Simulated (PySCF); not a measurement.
Atoms are numbered as in `[O:1]=[C:2]([Cl:3])[C:4]([F:5])([F:6])[C:7]([F:8])([F:9])[C:10]([F:11])([F:12])[F:13]`.

GIAO PBE0/pcSseg-1 shifts (PySCF, gas phase, non-relativistic, equivalent atoms averaged), each against references optimised in the same way as the molecule (H2O, TMS, HCl, CFCl3).

On the GFN2-xTB geometry: O1 629.5, C2 175.7, C10 126.7, C7 116.6, C4 116.5, Cl3 466, F11/F12/F13 -91.6, F5/F6 -134.5, F8/F9 -142.8 ppm.

Q: What changes on the PBE0-D3(BJ)/def2-SVP geometry?

A: 
| atoms | δ (ppm) | change |
| --- | --- | --- |
| O1 | 627.6 | -1.9 |
| C2 | 173.7 | -2.0 |
| C10 | 122.9 | -3.8 |
| C7 | 111.4 | -5.2 |
| C4 | 111.4 | -5.1 |
| Cl3 | 468 | +2 |
| F11/F12/F13 | -92.0 | -0.4 |
| F5/F6 | -134.7 | -0.2 |
| F8/F9 | -143.3 | -0.5 |

Unscaled 19F shifts against computed CFCl3 carry errors that often reach 10 to 50 ppm.

Bonds between heavy atoms that differ most (equivalent bonds averaged): C2–Cl3 1.719 → 1.746 Å, C7–C10 1.558 → 1.544 Å, C4–C7 1.562 → 1.551 Å, C4–F5 1.345 → 1.335 Å, C7–F8 1.345 → 1.336 Å. The two structures also differ in conformation, which adds to the changes.
